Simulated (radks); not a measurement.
Q: These are the eigenvalues of the occupied orbitals of an atom or ion with whole-number occupations (hartree). All-electron calculation, Dirac Kohn-Sham, PBE, spin-unpolarised, spherical densities, point nucleus. Program: a radial shooting solver on a logarithmic mesh with Libxc functionals.

1s1/2: -404.2598
2s1/2: -51.81273
2p1/2: -46.25997
2p3/2: -45.08648
3s1/2: -7.51198
3p1/2: -5.66982
3p3/2: -5.50890
3d3/2: -2.37014
3d5/2: -2.34701
4s1/2: -1.29007
4d3/2: -0.41986

Which element is it, and in what charge state? The configuration may be excited. Open shells, if any, fill j = l - 1/2 first.

A: Z = 32, germanium, charge +2: Ge2+ in [Ne] 3s2 3p5 3d10 4s2 4d1. The list shows which subshells hold electrons but not how many an open one holds; the 1s level, -404.26 hartree, gives Z - s = 28.4 by -(Z - s)^2/2, which with screening and relativity narrows Z to a few neighbours, and the depths of the outer levels then fix element, charge and occupations together.
